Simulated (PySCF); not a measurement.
Al(H)(NH2)2 (AlH5N2), SMILES [AlH]([NH2])[NH2]. Atoms are numbered in the order given.

```xyz
8

Al     0.0000     0.0000    -0.4824
H      0.0000     0.0000    -2.0556
N      0.0000     1.5370     0.4013
H      0.0000     2.4390    -0.0480
H      0.0000     1.6503     1.4025
N      0.0000    -1.5370     0.4013
H      0.0000    -1.6503     1.4025
H      0.0000    -2.4390    -0.0480
```

The structure is a stationary point at B3LYP-D3(BJ)/def2-TZVP. The values are those of a single conformer.

Calculation: IEF-PCM-B3LYP/def2-SVP in PySCF.

The values are the electrostatic part of the solvation free energy, E(continuum) − E(gas) at the gas-phase geometry, in a cavity of scaled van der Waals radii (PySCF's table); cavitation and dispersion terms are not included. A continuum can't describe solvent molecules that bind to the metal. In vacuum the orbital gap is 6.93 eV. The dipole moment in vacuum is 1.41 D.

Computed values in water (ε = 78.36), 2-propanol (ε = 19.26), dichloromethane (ε = 8.93):
| solvent | ε | ΔG(elec) (kcal/mol) | dipole (D) | gap (eV) |
|---|---|---|---|---|
| water | 78.36 | -4.5 | 1.76 | 6.96 |
| 2-propanol | 19.26 | -4.2 | 1.74 | 6.96 |
| dichloromethane | 8.93 | -3.8 | 1.71 | 6.96 |
